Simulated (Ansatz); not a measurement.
Energy profile

The step: BH₃O ([BH2][OH]) → BHO ([BH][O]) + H₂; bonds formed: H2–H4; bonds broken: B1–H2, O3–H4 (atoms numbered as in the saddle structure below).

```
atom    x (Å)    y (Å)    z (Å)
  B1   0.0379   0.2075  -0.3201
  H2   0.1985   0.1173   1.0948
  O3  -0.4588  -0.9175  -0.6834
  H4  -0.1820  -0.6786   0.6286
  H5   0.4044   1.2714  -0.7198
```

Electronic energies by CCSD(T) at an estimated basis limit (MP2 extrapolated from triple and quadruple zeta, plus CCSD(T) − MP2 in triple zeta), on PBE0-D4/def2-TZVP structures; BH3O, closed shell; no counterpoise correction. Program: Ansatz 0.2.0. Basis: def2-TZVPP and def2-QZVPP. Cores are frozen in the correlated methods. Extrapolation: Hartree–Fock as exp(−7.88 √X), correlation as X^−2.97.

Problem. Give the profile in kcal/mol, counted from the start structure. (To be estimated.)

Solution. By the calculation:
```json
{"point": "start structure", "kcal/mol": "0.00"}
{"point": "saddle", "kcal/mol": "60.95"}
{"point": "end structure", "kcal/mol": "14.55"}
{"point": "separated: BHO (linked as [BH][O]; B1, O3, H5; singlet) + H2 (H2, H4; singlet)", "kcal/mol": "15.13"}
```

The T1 diagnostic stays at or below 0.021.

For scale, one of the runs: CCSD(T)/def2-TZVPP, 104 basis functions, launched by `ansatz run in.yaml --threads 2 --pin off --events-out ev --progress --plain --max-ram 4352MiB`. Hardware: 2 CPU threads of an Arm Neoverse V2, shared host. Wall time about 2.1 s.
